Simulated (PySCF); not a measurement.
SMILES C[SiH](C)[SiH2]Cl (PBE0/def2-SVP optimised geometry):

```
14

Si     0.494     0.051     0.000
Cl     2.584     0.051     0.000
Si    -0.195    -1.116    -1.920
C     -2.069    -1.037    -2.119
C      0.707    -0.385    -3.402
H      0.047     1.479     0.000
H      0.039    -0.570     1.281
H      0.229    -2.541    -1.723
H     -2.381    -1.595    -3.017
H     -2.413     0.003    -2.230
H     -2.584    -1.479    -1.253
H      1.793    -0.378    -3.224
H      0.385     0.652    -3.587
H      0.509    -0.973    -4.312
```

Level of theory: PBE0/def2-TZVP in PySCF.

### Question
What are the frontier orbital energies and the dipole moment?

### Answer
HOMO-2 -9.06 eV, HOMO-1 -8.72 eV, HOMO -7.69 eV, LUMO -0.44 eV, LUMO+1 0.26 eV; dipole moment 2.39 D.

Meta-Löwdin charges at PBE0/def2-TZVP: Si1 0.41, Cl2 -0.32, Si3 0.56, C4 -0.59, C5 -0.59, H6 -0.08, H7 -0.08, H8 -0.10, H9 0.13, H10 0.13, H11 0.13, H12 0.14, H13 0.13, H14 0.13.
